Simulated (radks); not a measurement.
Cu3+, configuration [Ne] 3s2 3d(up 4.5, down 4.5) 3p(up 2.5, down 2.5) (fractional occupations, a model configuration).

All-electron calculation, non-relativistic Kohn-Sham, LDA (Slater exchange, Perdew-Wang correlation), spin-polarised, spherical densities, point nucleus. Program: a radial shooting solver on a logarithmic mesh with Libxc functionals.

Energy parts (hartree):
part                       energy
total                 -1632.73965
kinetic                1631.03996
electron-nucleus      -3867.09273
Hartree                 666.13132
exchange-correlation    -62.81820

Orbitals (lengths in bohr, moments of r in powers of bohr):
\begin{tabular}{lrrr}
orbital & occ. & eigenvalue (hartree) & <r^2> \\ \hline
1s & 2 & -322.7082 & 0.003761 \\
2s & 2 & -39.94481 & 0.06735 \\
2p & 6 & -35.29865 & 0.05295 \\
3s & 2 & -5.78814 & 0.5911 \\
3p & 5 & -4.32942 & 0.6446 \\
3d & 9 & -1.85110 & 0.9125 \\
\end{tabular}

The highest occupied level is 3d at -50.371 eV. The density falls to 0.001 e/bohr^3 at r = 2.65 bohr.
